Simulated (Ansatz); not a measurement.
A nudged elastic band was laid between two geometries of ClH3Sn + H2O (8 atoms, charge 0, multiplicity 1).

These are results of RKS B3LYP/def2-SVP in Ansatz, not measurements.

```json
{"movable images": "7", "climbing image": "yes", "spring": "5.0 eV/Å²", "optimiser": "quadratic models (default)", "start path": "through a guess of the saddle point", "force threshold": "0.03 eV/Å", "iteration limit": "60", "end points": "relaxed"}
```

Image 0:

```xyz
8
Properties=species:S:1:pos:R:3
Sn 0.261 0.041 -0.127
Cl 0.180 -0.123 2.274
H 1.957 0.029 -0.433
H -0.437 1.531 -0.577
H -0.462 -1.370 -0.770
O -2.668 0.037 0.867
H -2.987 -0.877 0.867
H -2.188 0.103 1.710
```

Image 8:

```xyz
8
Properties=species:S:1:pos:R:3
Sn -0.304 -0.071 -0.539
Cl -0.718 0.859 3.180
H 1.088 -0.833 0.108
H -0.222 1.631 -0.613
H -0.772 -0.796 -2.025
O -1.864 -0.385 0.728
H -2.150 -1.309 0.779
H -1.402 0.275 2.194
```

Problem. Which bonds break or form, and what moves?

Solution. Bonds broken: Sn1–Cl2, O6–H8. Bonds formed: Sn1–O6, Cl2–H8. ClH3Sn + H2O becomes ClH + H4OSn.

Problem. Give the energies along the band, and the barrier.

Solution. The forces met the threshold. The highest image is number 6 of 0 to 8, 0.86 eV above the first end and 0.19 eV above the last; the last end lies 0.67 eV above the first. A vibrational analysis at the climbing image gives one clearly imaginary mode, 355i cm⁻¹: a first-order saddle point. The orbitals stay closed-shell, which can raise the energy where a bond breaks towards radicals; this wasn't checked here.

```tsv
image	path coordinate (Å)	energy (eV)	Sn1–Cl2 (Å)	O6–H8 (Å)	Sn1–O6 (Å)
0	0.00	0.00	2.41	0.97	3.09
1	0.58	0.03	2.41	0.97	3.23
2	1.16	0.10	2.41	0.97	3.28
3	1.73	0.26	2.43	0.97	2.98
4	2.31	0.45	2.50	0.98	2.58
5	2.89	0.66	2.70	1.01	2.30
6	3.47	0.86	3.09	1.18	2.13
7	3.94	0.72	3.44	1.54	2.05
8	4.42	0.67	3.86	1.67	2.03
```

Problem. What is the geometry of the highest image?

Solution. 
```xyz
8
Properties=species:S:1:pos:R:3
Sn -0.258 0.035 -0.344
Cl -0.381 0.806 2.650
H 1.112 -0.799 0.232
H -0.235 1.720 -0.559
H -0.862 -0.758 -1.758
O -1.984 -0.384 0.833
H -2.225 -1.318 0.940
H -1.511 0.067 1.818
```

Problem. What are the harmonic wavenumbers there?

Solution. 355i, 178, 219, 361, 458, 469, 507, 635, 702, 707, 731, 870, 1137, 1493, 1881, 1952, 1988, 3791 cm⁻¹.

The band took 20 iterations and of the order of 9 core-minutes.

Run time: 8.7 min on 1 thread of Arm Neoverse V1 (shared host), peak memory 0.19 GiB.
